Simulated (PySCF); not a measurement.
**Worked example: oscillator strength and radiative lifetime**

CH6GeOTe, SMILES CO[Te][GeH3].

Geometry optimised at PBE-D3(BJ)/def2-SVP. The structure was generated by enumeration, and PubChem lists no compound with its InChIKey, so it may never have been made. The def2 effective core potentials stand for the cores of Te; spin–orbit coupling is left out. One conformer was computed; it need not be the lowest.

TDDFT-PBE/def2-SVPD run with PySCF puts the first singlet state with f over 0.02 at 4.71 eV (vertical), with the transition dipole (0.061, 0.547, -0.219) in atomic units.

Problem. Find the oscillator strength, the wavelength and the radiative lifetime that this transition would have in vacuum if emission retraced absorption.

Solution. 
|μ|² = 0.3509 au, so |μ| = 1.51 D. ΔE = 4.71/27.211 = 0.1731 hartree. f = (2/3) ΔE |μ|² = 0.040 (the program prints 0.041).
λ = 1239.84/4.71 = 263 nm; ν = 37989 cm⁻¹.
Einstein's coefficient A = 0.6670 ν² f s⁻¹ (ν in cm⁻¹) = 3.9e7 s⁻¹, so τ = 1/A = 26 ns. This state is S4; the lower singlets have f = 0.001, 0.001, 0.006. The figure is the radiative limit of this one transition; relaxation, internal conversion, crossing to triplets and a medium change what is measured.
